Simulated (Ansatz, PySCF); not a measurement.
Molecule: BCl, net charge 0, singlet state. 
Geometry from a B3LYP-D3(BJ)/def2-TZVP (Ansatz, a quantum-chemistry and plane-wave program) optimisation:
SMILES: Cl[B]
```xyz
2

B      0.0000     0.0000    -1.3302
Cl     0.0000     0.0000     0.3912
```
Charge 0, spin multiplicity 1.

Quantity: atomisation energy (electronic, to ground-state atoms), in kJ/mol. Cores are frozen in the correlated levels unless marked. UHF or UKS for open shells. No spin-orbit coupling. No relativistic terms. The coupled-cluster limit lacks core correlation, which all-electron functionals hold. Basis-set limits of correlation are two-point, X^-3; Hartree-Fock from the larger set (for Q and 5 zeta extrapolated as (X+1)exp(-9√X)).

The Hartree-Fock reference is unstable (checked in the largest basis), which strains HF and MP2. 

| level | program | atomisation energy (kJ/mol) |
|---|---|---|
| M06-L-D4/def2-TZVPD | PySCF + dftd4 | 526.8 |
| r2SCAN-D4/def2-TZVPD | Ansatz + dftd4 | 516.2 |
| PBE0/def2-TZVP | Ansatz | [?] |
| MN15-D3(BJ)/def2-TZVPD | PySCF + dftd3 | 535.8 |
| B2GP-PLYP/def2-TZVPD | Ansatz | 501.7 |
| RPA@PBE/cc-pV(Q+d)Z | Ansatz | [?] |
| SCS-MP2/STO-3G | Ansatz | 472.4 |
| SCS-MP2/aug-cc-pV(T+d)Z | Ansatz | 502.1 |
| CCSD(T)/CBS(cc-pV(Q+d)Z,cc-pV(5+d)Z) | Ansatz | [?] |

**Question.** Complete the blanks.

**Answer.** 
- PBE0/def2-TZVP, atomisation energy (kJ/mol): 514.1
- RPA@PBE/cc-pV(Q+d)Z, atomisation energy (kJ/mol): 459.8
- CCSD(T)/CBS(cc-pV(Q+d)Z,cc-pV(5+d)Z), atomisation energy (kJ/mol): 514.2
